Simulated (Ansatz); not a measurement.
Relaxation of a periodic cell of 17 atoms, K16H (host K, host structure bcc, interstitial H), to a largest force component of 0.03 eV/Å in at most 60 steps.

All numbers below come from DFT PBE, scalar-relativistic, plane waves, PAW (Ansatz 0.2.0). Settings: cutoff 420 eV, k mesh 2x2x2, gaussian smearing 0.05 eV, no spin polarisation.

```xyz
17
Lattice="10.4600 0.0000 0.0000 0.0000 10.4600 0.0000 0.0000 0.0000 10.4600" Properties=species:S:1:pos:R:3
K 0.000 0.000 0.000
K 5.230 0.000 0.000
K 0.000 5.230 0.000
K 0.000 0.000 5.230
K 2.615 2.615 2.615
K 5.230 5.230 0.000
K 5.230 0.000 5.230
K 7.845 2.615 2.615
K 0.000 5.230 5.230
K 2.615 7.845 2.615
K 2.615 2.615 7.845
K 5.230 5.230 5.230
K 7.845 7.845 2.615
K 7.845 2.615 7.845
K 2.615 7.845 7.845
K 7.845 7.845 7.845
H 3.937 5.219 2.580
```

**Question.** Where does it end, and by what steps?

**Answer.** The run converged. The force dipped under the threshold on the way, but the program's further checks kept it going. Limits of this set-up: coarse k mesh, odd electron count without spin, a small cell, in which the defect meets its images. After 7 steps the energy has fallen by 0.148 eV; K5 moved furthest, 0.34 Å.

| step | energy less start (eV) | largest force component (eV/Å) | accepted |
| --- | --- | --- | --- |
| 0 | 0.0000 | 0.204 | yes |
| 1 | -0.0486 | 0.168 | yes |
| 2 | -0.1249 | 0.025 | yes |
| 3 | -0.1249 | 0.025 | yes |
| 4 | -0.1281 | 0.019 | yes |
| 5 | -0.1452 | 0.061 | yes |
| 6 | -0.1483 | 0.025 | yes |
| 7 | -0.1483 | 0.025 | yes |

```xyz
17
Lattice="10.4600 0.0000 0.0000 0.0000 10.4600 0.0000 0.0000 0.0000 10.4600" Properties=species:S:1:pos:R:3
K 0.193 -0.001 -0.119
K 5.108 -0.002 0.169
K -0.222 5.230 -0.145
K 0.192 -0.001 5.348
K 2.565 2.954 2.612
K 5.282 5.229 0.337
K 5.111 -0.002 5.061
K 8.071 2.466 2.617
K -0.228 5.230 5.382
K 2.564 7.507 2.612
K 2.737 2.784 7.837
K 5.284 5.229 4.895
K 8.072 7.995 2.617
K 7.656 2.494 7.843
K 2.737 7.676 7.837
K 7.656 7.965 7.843
H 3.920 5.225 2.593
```

Run time: 43 s on 4 threads of Intel(R) Xeon(R) Platinum 8488C (Sapphire Rapids), with other jobs on the host, peak memory 2.4 GiB.
